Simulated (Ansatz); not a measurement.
Correlation energies of C3H8BClOS, SMILES `CC(C)OB(S)Cl` by basis set

```xyz
15

C    -0.1034    0.7505   -1.4521
C    -0.0612    0.5829    0.0502
C     1.1347    1.2498    0.6876
O     0.0188   -0.8166    0.3608
B    -1.0281   -1.6253    0.5582
S    -0.7919   -3.3820    0.9082
Cl   -2.7082   -1.0565    0.4998
H    -0.9807    0.2566   -1.8736
H     0.7924    0.3217   -1.9073
H    -0.1503    1.8102   -1.7119
H    -0.9827    0.9783    0.4883
H     2.0620    0.8486    0.2722
H     1.1399    1.0870    1.7665
H     1.1090    2.3254    0.5009
H     0.5497   -3.3306    0.8523
```

Charge 0, multiplicity 1. Geometry: relaxed with PBE0-D4/def2-TZVP. It is one conformer, not always the lowest. Frozen core, restricted reference, Ansatz 0.2.0. CBS rows extrapolate triple and quadruple zeta; past MP2 they add the triple-zeta difference.

```
     basis      HF (Eh)  MP2 corr.
def2-TZVPP  -1075.08263   -1.22122
def2-QZVPP  -1075.11645   -1.31453
```

Q: Estimate the CCSD correlation energy and the (T) correction in each basis where they were run (hartree).

A: 
```tsv
basis	CCSD corr.	(T)
def2-TZVPP	-1.28869	-0.05486
CBS(def2)	-1.45111	as TZ
```
